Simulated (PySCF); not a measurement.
Sn(F)(OMe) (CH₃FOSn), SMILES [O](C)[Sn][F] (connectivity only; charge and spin as stated), neutral, multiplicity 1.

Geometry: B3LYP-D3(BJ)/def2-SVP. The def2 effective core potentials stand for the cores of Sn; spin–orbit coupling is left out. One conformer was computed; it need not be the lowest.

Computed with CAM-B3LYP/def2-TZVPD (PySCF).

The molecule is in vacuum.

Question: Estimate the frontier levels, gap, dipole moment and polarisability. (The exact figures need the calculation; the answer reports its results.)

Answer: 
* **highest occupied level**: -9.24 eV
* **lowest empty level**: -1.57 eV
* **orbital gap**: 7.66 eV
* **dipole moment**: 2.22 D
* **quadrupole, principal values (traceless, Buckingham form, about the centre of nuclear charge)**: -10.87, 5.24, 5.63 D·Å
* **mean static polarisability**: 56.9 bohr³ (8.44 Å³)
* **polarisability, principal values**: 47.3, 52.9, 70.6 bohr³
